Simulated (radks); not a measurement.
Values are calculated unless marked as measured or tabulated.
Question: All-electron atom: Gd3+ in [Xe] 4f7. Level of theory: Dirac Kohn-Sham, BLYP, spin-unpolarised, spherical densities, point nucleus; open shells fill j = l - 1/2 first (a radial shooting solver on a logarithmic mesh with Libxc functionals).

Spin-orbit splittings of the eigenvalues, e(l+1/2) - e(l-1/2), with zeta = 2 splitting/(2l+1) and mean radii in bohr:

| shell | occ. | splitting (eV) | zeta (eV) | <r> j=l-1/2 | <r> j=l+1/2 |
|---|---|---|---|---|---|
| 2p | 6 | 696.2 | 464.1 | 0.07745 | 0.08429 |
| 3p | 6 | 142.8 | 95.19 | 0.2336 | 0.2467 |
| 3d | 10 | 31.11 | 12.44 | 0.2187 | 0.2228 |
| 4p | 6 | 31.79 | 21.20 | 0.5649 | 0.5945 |
| 4d | 10 | ? | ? | 0.6304 | 0.6408 |
| 4f | 7 | 0.7597 | 0.2170 | 0.8485 | 0.8597 |
| 5p | 6 | 4.519 | 3.012 | 1.473 | 1.560 |

Estimate the 4d splitting.

Answer: 5.744 eV (zeta = 2.298 eV).
